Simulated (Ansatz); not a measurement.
One geometry of Sb₃, several levels of theory.

```yaml
crystal:
  periodic: [false, false, false]
  atoms:
    - {symbol: Sb, position_ang: [-0.533410, -0.460831, -1.475469]}
    - {symbol: Sb, position_ang: [0.950289, 1.203478, 0.079609]}
    - {symbol: Sb, position_ang: [-0.416879, -0.742657, 1.395861]}
basis:
  gaussian: {orbitals: def2-TZVPD, initial_orbitals: start.molden}
magnetization: {spin_polarized: true, initial_magnetization: 1}
hamiltonian: {xc: pbe, dispersion: d4}
scf: {omitted_lower_state_checks: [starts]}
output: {orbitals: {seedname: orbitals}}
```

The file start.molden holds the orbitals of an earlier run on this structure, at another level or in another basis.

```sh
$ ansatz run in.yaml --threads 4 --pin off --events-out ev --progress --plain --max-ram 3916MiB
```

Output, abridged:

```
Functional definition: PBE
1239 factors; their error is unknown
mean field evaluation 1: about -19614.5967 eV, gradient 5.1e0 eV
mean field evaluation 2: about -19614.7200 eV, gradient 2.4e-1 eV
mean field evaluation 4: about -19614.7122 eV, gradient 1.2e-1 eV
mean field evaluation 8: about -19614.7123 eV, gradient 1.8e-5 eV
mean field -19614.71229018 eV, -720.8273813345 hartree, gradient 2.0e-5 eV, S^2 0.793747; 0 other end points of the search recorded, 0 dependent functions left out
reference -19614.71232291 eV, -720.8273825373 hartree; 35, 34 occupied and 133, 134 virtual orbitals, 1239 factors
Total energy: -19614.89237389 eV, -720.8339992889 hartree
Checks for a lower state left out: starts
```

Hardware: 4 threads of Arm Neoverse V1 on a shared host. Wall time 3.4 s.

First input, but with `gaussian: {orbitals: def2-TZVP, initial_orbitals: start.molden}`, `hamiltonian: {xc: {name: BHLYP}, dispersion: d4}` (abridged; 4 s):

```
Functional definition: BHLYP
mean field -19609.16765939 eV, -720.6236199113 hartree, gradient 2.5e-5 eV, S^2 1.003000
Total energy: -19609.55457081 eV, -720.6378386438 hartree
Checks for a lower state left out: starts
```

First input, but with `gaussian: {orbitals: def2-TZVP, initial_orbitals: start.molden}`, `hamiltonian: {xc: pbe}`, `correlation: {method: rpa}` and without the key `output` (abridged; 6 s):

```
Functional definition: PBE
mean field -19614.69161759 eV, -720.8266216308 hartree, gradient 3.6e-6 eV, S^2 0.793551
12 core orbitals not correlated: weight in the atoms' cores, before any rotation towards them, 1.000 or more for the frozen orbitals, at most 0.000 for the correlated occupied ones
Total energy: -19568.57748346 eV, -719.1319584590 hartree
Checks for a lower state left out: starts
```

The first input with `gaussian: {orbitals: def2-TZVP, initial_orbitals: start.molden}`, `hamiltonian: {xc: {name: wB97X-V}}` (abridged; 10 s):

```
Functional definition: wB97X-V
mean field -19612.55310015 eV, -720.7480325645 hartree, gradient 1.8e-5 eV, S^2 1.003385
Total energy: -19612.55309913 eV, -720.7480325272 hartree
Checks for a lower state left out: starts
```

As the first input, with `gaussian: {orbitals: def2-TZVP, initial_orbitals: start.molden}`, `correlation: {method: mp2}` and without the key `hamiltonian` (abridged; 3.6 s):

```
Functional definition: HF
mean field -19534.04257950 eV, -717.8628241472 hartree, gradient 3.1e-6 eV, S^2 1.436151
12 core orbitals not correlated: weight in the atoms' cores, before any rotation towards them, 1.000 or more for the frozen orbitals, at most 0.000 for the correlated occupied ones
second order -26.53014211 eV of doubles, -0.00000000 eV of singles
Total energy: -19560.57272162 eV, -718.8377888871 hartree
Checks for a lower state left out: starts
```

The first input with `gaussian: {orbitals: def2-TZVP, initial_orbitals: start.molden}`, `hamiltonian: {xc: hf}` (abridged; 6 s):

```
Functional definition: HF
mean field -19534.04228019 eV, -717.8628131476 hartree, gradient 2.3e-5 eV, S^2 1.436149
Total energy: -19534.04228019 eV, -717.8628131476 hartree
Checks for a lower state left out: starts
```

First input, but with `gaussian: {orbitals: def2-TZVP, initial_orbitals: start.molden}`, `hamiltonian: {xc: {name: revPBE}, dispersion: d4}` (abridged; 2.7 s):

```
Functional definition: revPBE
mean field -19618.72002223 eV, -720.9746627708 hartree, gradient 1.9e-5 eV, S^2 0.806139
Total energy: -19619.02685400 eV, -720.9859386306 hartree
Checks for a lower state left out: starts
```

Geometry: r2SCAN-D4/def2-SVP.

In the def2 sets Sb takes a core potential; there is no spin–orbit coupling. Correlated methods freeze 12 core orbitals; core or outer-core shells of Sb are correlated, in sets that lack core-valence functions. At BHLYP-D4/def2-TZVP, ωB97X-V/def2-TZVP, MP2/def2-TZVP, HF/def2-TZVP the charge 0 doublet is spin-contaminated (final ⟨S²⟩ up to 1.44, 0.75 for a pure state). The structure comes from a short search, and lower isomers may exist.
